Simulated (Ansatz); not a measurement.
A nudged elastic band was laid between two geometries of H4OSi + H5NSi (13 atoms, charge 0, multiplicity 1).

Level of theory: RHF/6-31G* in Ansatz.

* movable images: 7
* climbing image: yes
* spring: 5.0 eV/Å²
* optimiser: quadratic models (default)
* start path: through a guess of the saddle point
* force threshold: 0.05 eV/Å
* iteration limit: 60
* end points: relaxed

First end point:

```xyz
13
Properties=species:S:1:pos:R:3
Si -0.232 1.004 0.144
N 0.002 0.016 1.571
H -0.826 -0.244 2.072
H 0.686 0.337 2.229
H 1.086 1.204 -0.478
H -0.822 2.331 0.427
H -1.138 0.276 -0.758
O 1.330 -2.507 0.652
Si 0.672 -3.964 0.995
H 1.495 -4.997 0.344
H 0.635 -4.228 2.453
H -0.721 -4.076 0.502
H 0.897 -1.713 0.963
```

Last end point:

```xyz
13
Properties=species:S:1:pos:R:3
Si -0.040 -0.461 -0.522
N 0.464 0.418 2.737
H -0.337 0.401 3.341
H 1.157 0.998 3.171
H 1.116 0.442 -0.455
H -1.261 0.193 -0.033
H -0.255 -0.823 -1.942
O 0.261 -1.838 0.323
Si 0.277 -3.464 0.419
H 1.215 -4.041 -0.563
H 0.705 -3.853 1.776
H -1.067 -4.019 0.167
H 0.829 -0.515 2.697
```

(1) What changes between the two ends?

(2) What energy profile does the band end with?

(3) What is the geometry of the highest image?

## Answers

(1) Bonds broken: Si1–N2, O8–H13. Bonds formed: Si1–O8, N2–H13. H4OSi + H5NSi becomes H3N + H6OSi2.

(2) It converged. The highest image is number 4 of 0 to 8, 130.9 kJ/mol above the first end and 187.6 kJ/mol above the last; the last end lies 56.8 kJ/mol below the first. A vibrational analysis at the climbing image gives one clearly imaginary mode, 431i cm⁻¹, and a faint second one (21i cm⁻¹) that may be numerical noise or a soft torsion: probably a first-order saddle point. The orbitals stay closed-shell, which can raise the energy where a bond breaks towards radicals; this wasn't checked here.

```json
{"image": "0", "path coordinate (Å)": "0.00", "energy (kJ/mol)": "0.0", "Si1–N2 (Å)": "1.75", "O8–H13 (Å)": "0.96", "Si1–O8 (Å)": "3.88"}
{"image": "1", "path coordinate (Å)": "0.97", "energy (kJ/mol)": "0.8", "Si1–N2 (Å)": "1.75", "O8–H13 (Å)": "0.96", "Si1–O8 (Å)": "3.73"}
{"image": "2", "path coordinate (Å)": "1.94", "energy (kJ/mol)": "4.1", "Si1–N2 (Å)": "1.75", "O8–H13 (Å)": "0.96", "Si1–O8 (Å)": "3.44"}
{"image": "3", "path coordinate (Å)": "2.91", "energy (kJ/mol)": "19.1", "Si1–N2 (Å)": "1.76", "O8–H13 (Å)": "0.96", "Si1–O8 (Å)": "2.91"}
{"image": "4", "path coordinate (Å)": "3.89", "energy (kJ/mol)": "130.9", "Si1–N2 (Å)": "1.86", "O8–H13 (Å)": "1.42", "Si1–O8 (Å)": "2.44"}
{"image": "5", "path coordinate (Å)": "5.01", "energy (kJ/mol)": "55.1", "Si1–N2 (Å)": "2.06", "O8–H13 (Å)": "2.11", "Si1–O8 (Å)": "1.76"}
{"image": "6", "path coordinate (Å)": "6.14", "energy (kJ/mol)": "-2.6", "Si1–N2 (Å)": "2.70", "O8–H13 (Å)": "2.46", "Si1–O8 (Å)": "1.66"}
{"image": "7", "path coordinate (Å)": "7.27", "energy (kJ/mol)": "-52.1", "Si1–N2 (Å)": "3.16", "O8–H13 (Å)": "2.69", "Si1–O8 (Å)": "1.64"}
{"image": "8", "path coordinate (Å)": "8.39", "energy (kJ/mol)": "-56.8", "Si1–N2 (Å)": "3.41", "O8–H13 (Å)": "2.78", "Si1–O8 (Å)": "1.64"}
```

(3) 
```xyz
13
Properties=species:S:1:pos:R:3
Si 0.002 0.242 0.100
N 0.071 0.073 1.952
H -0.790 0.280 2.426
H 0.813 0.588 2.394
H 1.322 0.064 -0.490
H -0.297 1.696 -0.012
H -1.167 -0.440 -0.439
O 0.487 -2.004 0.907
Si 0.563 -3.580 0.661
H 1.467 -3.953 -0.462
H 1.066 -4.325 1.850
H -0.756 -4.194 0.338
H 0.281 -1.008 1.891
```

The run took 4.5 min on 1 thread of Arm Neoverse V1 (shared host), peak memory 0.16 GiB.
